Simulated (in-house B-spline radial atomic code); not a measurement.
The numbers below are computed, except where a source is named.
**Weak and strong correlation along the adiabatic connection**

Two-electron singlets in several external potentials (atomic units), by full CI in B-splines with partial waves to l = 8 (correlation energies up to 0.6 % small). The repulsion is scaled by λ at fixed density; W(λ) is the mean repulsion less the Hartree energy, W(0) = E_x, and the area under W from 0 to 1 is E_xc.

One system gave this curve:

```json
{"λ": "0", "W (hartree)": "-2.0734"}
{"λ": "0.02", "W (hartree)": "-2.0753"}
{"λ": "0.05", "W (hartree)": "-2.0781"}
{"λ": "0.12", "W (hartree)": "-2.0844"}
{"λ": "0.25", "W (hartree)": "-2.096"}
{"λ": "0.4", "W (hartree)": "-2.109"}
{"λ": "0.6", "W (hartree)": "-2.1257"}
{"λ": "0.8", "W (hartree)": "-2.1417"}
{"λ": "1", "W (hartree)": "-2.157"}
{"λ": "1.4", "W (hartree)": "-2.1857"}
{"λ": "2", "W (hartree)": "-2.2248"}
{"λ": "3", "W (hartree)": "-2.2808"}
{"λ": "4.5", "W (hartree)": "-2.3485"}
{"λ": "7", "W (hartree)": "-2.4317"}
{"λ": "10", "W (hartree)": "-2.5014"}
```

Which system is it?
A. empty sphere, radius 0.328 bohr
B. ω²r²/2 − Z/r, ω = 4.57, Z = 2
C. ω²r²/2 − Z/r, ω = 1.18, Z = 1
D. −Z/r, Z = 1.34, wall at 5.12 bohr

B. The exchange energy sets the size: ω²r²/2 − Z/r, ω = 4.57, Z = 2: E_x = -2.07, E_c = -0.0433; empty sphere, radius 0.328 bohr: E_x = -5.42, E_c = -0.0536; ω²r²/2 − Z/r, ω = 1.18, Z = 1: E_x = -1.01, E_c = -0.0404; −Z/r, Z = 1.34, wall at 5.12 bohr: E_x = -0.642, E_c = -0.0393 hartree.
